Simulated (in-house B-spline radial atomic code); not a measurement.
Inner levels of mercury as electrons are removed. A shift is the extra binding of the orbital against the neutral atom ([Xe] 4f14 5d10 6s2). The density at the nucleus is averaged over the nuclear charge. Computed with a radial B-spline atomic code at the basis-set limit: Dirac-Hartree-Fock, jj configuration that fills j = l - 1/2 first, finite nuclei.

A number in brackets counts the electrons of a j subshell.

```csv
ion,configuration,shift of 2p1/2 (eV),shift of 2s1/2 (eV),shift of 3s1/2 (eV),radius of 2p1/2 (bohr),radius of 2s1/2 (bohr),radius of 3s1/2 (bohr),Σ<r²> (bohr²),change of density at nucleus (bohr⁻³)
Hg54+,[Ar] 3d3/2(4) 3d5/2(4),3235.36,3211.44,2966.87,0.056791,0.068968,0.17473,0.55114,-13306.6
Hg55+,[Ar] 3d3/2(4) 3d5/2(3),3416.78,3388.31,3101,0.056762,0.068925,0.174,0.51609,-12328.3
Hg56+,[Ar] 3d3/2(4) 3d5/2(2),3600.4,3567.22,3236.32,0.056733,0.06888,0.17326,0.48199,-11331.7
Hg57+,[Ar] 3d3/2(4) 3d5/2(1),?,?,?,?,?,?,?,?
Hg58+,[Ar] 3d3/2(4),3974.24,3931.13,3510.5,0.05667,0.068787,0.1718,0.4165,-9283.87
Hg59+,[Ar] 3d3/2(3),4163.36,4121.01,3650.97,0.056606,0.068734,0.17105,0.38624,-8153.94
Hg60+,[Ar] 3d3/2(2),4354.6,4312.99,3792.64,0.056541,0.068678,0.1703,0.35677,-7003.75
Hg61+,[Ar] 3d3/2(1),4547.96,4507.07,3935.53,0.056474,0.068622,0.16956,0.32809,-5833.26
Hg62+,[Ne] 3s2 3p6,4743.42,4703.24,4079.61,0.056406,0.068564,0.16881,0.30017,-4642.37
Hg63+,[Ne] 3s2 3p1/2(2) 3p3/2(3),?,?,?,?,?,?,?,?
Hg64+,[Ne] 3s2 3p1/2(2) 3p3/2(2),5116.49,5060.87,4333.08,0.056291,0.068448,0.16767,0.22894,-2016.66
Hg65+,[Ne] 3s2 3p1/2(2) 3p3/2(1),5305.36,5241.8,4461.02,0.056233,0.068389,0.16711,0.19426,-678.19
Hg66+,[Ne] 3s2 3p1/2(2),?,?,?,?,?,?,?,?
Hg67+,[Ne] 3s2 3p1/2(1),5690.75,5619.79,4724.79,0.056172,0.068251,0.16595,0.13102,-735.68
Hg68+,[Ne] 3s2,5887.35,5817.02,4860.72,0.056119,0.068172,0.16535,0.1024,-2199.29
Hg69+,[Ne] 3s1,6079.3,5997.12,5008.43,0.056065,0.068171,0.1647,0.070803,-37861.3
```

**Question.** Fill in the row of Hg57+.

**Answer.** shift of 2p1/2 (eV): 3786.22; shift of 2s1/2 (eV): 3748.17; shift of 3s1/2 (eV): 3372.82; radius of 2p1/2 (bohr): 0.056702; radius of 2s1/2 (bohr): 0.068835; radius of 3s1/2 (bohr): 0.17253; Σ<r²> (bohr²): 0.44881; change of density at nucleus (bohr⁻³): -10316.9.

**Question.** Fill in the row of Hg63+.

**Answer.** shift of 2p1/2 (eV): 4929.18; shift of 2s1/2 (eV): 4881.35; shift of 3s1/2 (eV): 4205.95; radius of 2p1/2 (bohr): 0.056349; radius of 2s1/2 (bohr): 0.068507; radius of 3s1/2 (bohr): 0.16824; Σ<r²> (bohr²): 0.26423; change of density at nucleus (bohr⁻³): -3338.04.

**Question.** Fill in the row of Hg66+.

**Answer.** shift of 2p1/2 (eV): 5495.77; shift of 2s1/2 (eV): 5424.12; shift of 3s1/2 (eV): 4589.76; radius of 2p1/2 (bohr): 0.056173; radius of 2s1/2 (bohr): 0.068329; radius of 3s1/2 (bohr): 0.16654; Σ<r²> (bohr²): 0.16019; change of density at nucleus (bohr⁻³): 677.47.
